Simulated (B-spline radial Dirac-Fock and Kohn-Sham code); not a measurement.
## Binding energies of Ne²⁺ at several levels of theory

System: Ne²⁺, [He] 2s2 2p4.

The density-functional columns are spherical, spin-unpolarised Dirac-Kohn-Sham results without Breit or QED terms: −ε is minus the orbital energy of the initial state and ΔSCF the difference of two total energies. The reference in the last column comes from multi-electron Dirac-Fock with separately optimised hole states, Breit and Lamb-shift corrections added in first order. All numbers are from a radial atomic solver, in eV; a selection of levels is shown. The Kohn-Sham columns are given as differences from the reference.

```csv
level,PBE −ε − DF,PBE ΔSCF − DF,LDA −ε − DF,LDA ΔSCF − DF,Dirac-Fock
K (1s),-45.7,+10.8,-50.8,+5.4,927.1
L1 (2s),-13.0,-0.9,-13.5,-1.3,91.17
"L2,3 (2p)",-10.8,+1.9,-10.6,+2.0,65.57
```

For the outermost level NIST gives 63.4233 eV (measured); the differences from it are PBE −ε -8.60, PBE ΔSCF +4.01, LDA −ε -8.47, LDA ΔSCF +4.12, Dirac-Fock +2.15 eV. The computed values are configuration averages and the table refers to the lowest terms.
